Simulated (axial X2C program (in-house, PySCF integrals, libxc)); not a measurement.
## Working with the constants of LiRu⁺

A bond curve at the CCSD(T) level, with spin–orbit coupling, was computed with an in-house relativistic program for diatomic molecules (basis Ru dyall-cv3z [12s12p8d5f3g], Li dyall-cv3z [7s8p2d] (cores contracted in-house)) for the state Ω = 4 (⟨Sz⟩ = 1.98, ⟨Lz⟩ = 2.02 at HF). Its fit gives Re = 2.8108 Å, ωe = 258.2 cm⁻¹, ωexe = 2.49 cm⁻¹ and αe = 4.771e-03 cm⁻¹; the masses are 101.9043 and 7.0160 u. Two-component means X2C with spin–orbit coupling and atomic mean-field Coulomb and Gaunt terms.

Correlated methods: 8 electrons correlated (number of frozen shells: Ru 4 s, 3 p, 1 d; Li 1 s), 266 virtual spin orbitals or spinors in MP2, 90 natural virtuals in coupled cluster.

(1) Find the reduced mass, Be and the force constant.

(2) A Morse curve ties αe to the other constants (Pekeris). How well does that hold?

(3) Where do the fundamental and the first overtone lie?

(4) Estimate the centrifugal constant by the Kratzer relation.

Occupations by symmetry block were frozen at the best pattern of an incomplete PBE0 search. Coupled cluster ran in a truncated set of natural virtual spinors; the MP2 energy of the rest was added. (T) has no such correction and the atoms are truncated less, which lowers De at CCSD(T) by a hundredth of an eV or more. PBE0 can misorder states that lie within some tenths of an eV, so this need not be the ground state of the molecule. The nearest other 2c determinant of the search, Ω = 2, lies 0.18 eV up at the distance of the search. With several unpaired electrons one determinant need not be a pure state. Open-shell Ω = 0 determinants with evenly filled partner blocks cannot be reached by this program, so the Ω shown need not be the lowest component.

## Answers

(1) From the CCSD(T) values: μ = 6.5641 u. Be = 16.8576/(μ Re²) = 0.3251 cm⁻¹. k = 5.8918×10⁻⁷ μ ωe² = 0.258 mdyn/Å.

(2) αe(Morse) = 6Be²/ωe × (√(ωexe/Be) − 1) = 4.340e-03 cm⁻¹; the CCSD(T) curve gives 4.771e-03 cm⁻¹, a ratio of 0.91.

(3) ν(1←0) = ωe − 2ωexe = 253.2 cm⁻¹; ν(2←0) = 2ωe − 6ωexe = 501.5 cm⁻¹.

(4) D = 4Be³/ωe² = 2.06e-06 cm⁻¹.
